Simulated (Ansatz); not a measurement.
Mulliken charges of `O[SiH]1C=C1` from B3LYP/def2-TZVPP in Ansatz (PBE0-D4/def2-TZVP geometry).

| atom | x (Å) | y (Å) | z (Å) | charge (e) |
| --- | --- | --- | --- | --- |
| O1 | -0.426 | 1.663 | -1.009 | -0.396 |
| Si2 | 0.263 | 0.704 | 0.128 | 0.498 |
| C3 | 0.615 | -1.041 | -0.070 | -0.225 |
| C4 | -0.433 | -0.824 | 0.749 | -0.225 |
| H5 | -1.008 | 1.238 | -1.642 | 0.186 |
| H6 | 1.082 | 1.627 | 0.932 | -0.078 |
| H7 | 1.102 | -1.940 | -0.432 | 0.120 |
| H8 | -1.103 | -1.484 | 1.290 | 0.120 |

By hand: the dipole of these point charges (1 e Å = 4.8032 D).

Σ q r = (-0.013, -0.196, 0.035) e Å, of length 0.200 e Å = 0.96 D.

How does the dipole of the full density compare? (Estimate.)

The calculation gave: (-0.140, -0.258, -0.111) e Å, 1.51 D; the point charges give 0.64 times that, at 39° from its direction.

Point charges leave out the atoms' own dipoles, such as those of lone pairs, and Mulliken's split depends on the basis, so the two needn't agree.

B3LYP here is the variant with VWN-RPA as its local correlation; programs differ in this.
